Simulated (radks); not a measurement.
Effect of the nuclear size on the caesium ion Cs40+, [Ne] 3s2 3p3. All-electron calculation, Dirac Kohn-Sham, PBE, spin-unpolarised, spherical densities, finite nucleus; open shells fill j = l - 1/2 first; Fermi nuclear charge, rms radius 4.8041 fm. Program: a radial shooting solver on a logarithmic mesh with Libxc functionals. The rms radius is varied about that value; shifts are against it.

rms radius (fm)  total energy shift (eV)  density at nucleus (e/bohr^3)  1s1/2 shift (meV)  2s1/2 shift (meV)  2p1/2 shift (meV)  3s1/2 shift (meV)  3p1/2 shift (meV)  3p3/2 shift (meV)  4s1/2 (empty) shift (meV)
3.9778                             -2.37                       3.08e+05               -984               -120               3.75              -30.4              0.927               1.84                      -11.7
4.5879                            -0.655                      2.999e+05               -272              -33.3               1.04              -8.41              0.256              0.509                      -3.22
4.8041                                 0                      2.974e+05              0.000              0.000              0.000              0.000              0.000              0.000                      0.000
5.126                               1.02                      2.938e+05                424               51.9              -1.62               13.1             -0.399             -0.793                       5.02
5.9763                              3.97                      2.855e+05               1650                202              -6.28               51.0              -1.55              -3.09                       19.5

Slopes of the eigenvalues against <r^2> in GHz/fm^2, as finite differences over the two radii next to the reference (eigenvalue slopes, not the field-shift constants of lines): 1s1/2 32200, 2s1/2 3940, 2p1/2 -123, 3s1/2 995, 3p1/2 -30.3, 3p3/2 -60.3, 4s1/2 (empty) 381.
